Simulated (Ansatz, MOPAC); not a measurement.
Species: InF₃, charge 0, multiplicity 1. SMILES: [F][In]([F])[F]
Geometry: optimised at B3LYP-D3(BJ)/def2-TZVP (Ansatz, a first-principles code).

Property: vertical ionisation energy to the doublet, in eV. Terms: STO-3G and 3-21G all-electron and non-relativistic; LANL2DZ with its own core potentials from Na on; each state is the SCF solution reached for its charge and spin; def2 sets with scalar-relativistic core potentials past Kr; frozen cores in correlated levels (noble-gas shells and the d and f shells of earlier blocks); open shells spin-unrestricted; no spin-orbit coupling; six Cartesian d functions in 6-31G* and its kin unless marked 5d; dispersion terms only where a functional's name holds one. Ab initio and DFT rows: single points at B3LYP-D3(BJ) geometries (Ansatz). Semi-empirical rows: differences of heats of formation at the shared geometry for vertical values.

```tsv
level	program	vertical ionisation energy to the doublet (eV)
AM1	MOPAC	13.44
HF/6-31G* with LANL2DZ past Ar	Ansatz	12.55
B3LYP/STO-3G	Ansatz	6.92
B3LYP/3-21G	Ansatz	12.03
B3LYP/6-31G* with LANL2DZ past Ar	Ansatz	12.87
MP2/6-31G* with LANL2DZ past Ar	Ansatz	14.05
PBE/def2-TZVPD	Ansatz	12.80
PBE0/def2-TZVPD	Ansatz	13.55
```

No value to compare with is used here. The 6 habitual levels span 6.92 (B3LYP/STO-3G) to 14.05 eV (MP2/6-31G* with LANL2DZ past Ar); PBE/def2-TZVPD gives 12.80.

The levels are drawn from those run, B3LYP/6-31G* more often than the rest, none by its result; left out are runs that failed, that the program found above a lower state of the same kind, or whose <S^2> lies over 0.5 above the pure value.
